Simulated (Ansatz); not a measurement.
Isolated molecules relaxed with PBE0-D4/def2-TZVP in Ansatz; ΔE leaves out vibrations. CBS: MP2 limit from def2 TZ/QZ plus the TZ coupled-cluster correction, frozen cores. Functionals use def2-TZVPP. B3LYP here is the variant with VWN-RPA as its local correlation; programs differ in this. Each species was taken in one conformer, which may not be the lowest.

`N[Si](N)(N)O` + `CO[SiH2][SiH3]` → `N[SiH](N)O` + `CO[SiH](N)[SiH3]`  (redistribution)

```csv
level,ΔE (eV)
PBE0-D4,0.06
ωB97M-V,0.06
B3LYP,0.07
SCS-MP2/def2-TZVPP,0.07
```

Question: What does CCSD(T)/CBS give? (Estimate.)

Answer: Ansatz gave: +0.06 eV. The listed levels differ from it by 0.00, 0.00, 0.01, 0.01 eV.

Largest T1 diagnostic among the species: 0.012.

From PBE to PBE0 (25 % exact exchange), in def2-TZVPP and without D4, ΔE moves by +0.04 eV. In def2-TZVPP, CCSD(T) changes the Hartree–Fock value by −0.06 eV (the triples alone add −0.02 eV) and MP2 by −0.08 eV.
